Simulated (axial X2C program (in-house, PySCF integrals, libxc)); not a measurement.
# Spin–orbit effects down a group: molecules with Ga, PBE0

All values come from calculations with an axial X2C code built on PySCF integrals, spin-free (one-electron X2C) or two-component (2c: spin–orbit coupling with atomic mean-field Coulomb and Gaunt terms, which also bring small scalar terms), in Dyall basis sets with cores contracted in-house; open shells are unrestricted.

Basis sets: C dyall-v3z, Ga dyall-cv3z, Ge dyall-cv3z, Si dyall-v3z, Sn dyall-cv3z.

| molecule | spin-free state | Re (Å) | ωe (cm⁻¹) | De (eV) | 2c state | Re 2c (Å) | ωe 2c (cm⁻¹) | De 2c (eV) |
| --- | --- | --- | --- | --- | --- | --- | --- | --- |
| GaC | M_S = 3/2, Λ = 0 | 1.994 | 542.6 | 3.29 | Ω = 3/2 | 1.995 | 542.2 | n/a |
| GaSi | M_S = 3/2, Λ = 0 | 2.418 | 300.1 | 2.52 | Ω = 3/2 | 2.418 | 299.8 | n/a |
| GaGe | M_S = 3/2, Λ = 0 | 2.467 | 218.5 | 2.40 | Ω = 3/2 | 2.468 | 218.1 | n/a |
| GaSn | M_S = 3/2, Λ = 0 | 2.659 | 181.3 | 2.16 | Ω = 3/2 | 2.662 | 180.0 | n/a |

(1) Work out the shifts from the spin-free to the two-component result.

Each entry is the lowest single determinant of a limited PBE0 search at one distance. De goes to single-determinant-based atoms at the same level (for ions the charge split of lowest energy) and is withheld (n/a) where an atom does not fit its ground term or J level. Main or longest-lived isotopes. One determinant is a doubtful description, or other states lie close, for GaC, GaSi, GaGe, GaSn; these need not be ground states, and all values refer to the states named. With several unpaired electrons the Ω given is that of one determinant, not necessarily of the lowest component. The functionals have no current term, which raises determinants with orbital currents.

Results:

(1) 

```csv
molecule,2c state,ΔRe (Å),Δωe (cm⁻¹),ΔDe (eV)
GaC,Ω = 3/2,0.001,-0.4,n/a
GaSi,Ω = 3/2,0.000,-0.3,n/a
GaGe,Ω = 3/2,0.001,-0.4,n/a
GaSn,Ω = 3/2,0.003,-1.3,n/a
```

Shifts of one unit in the last digit are rounding.
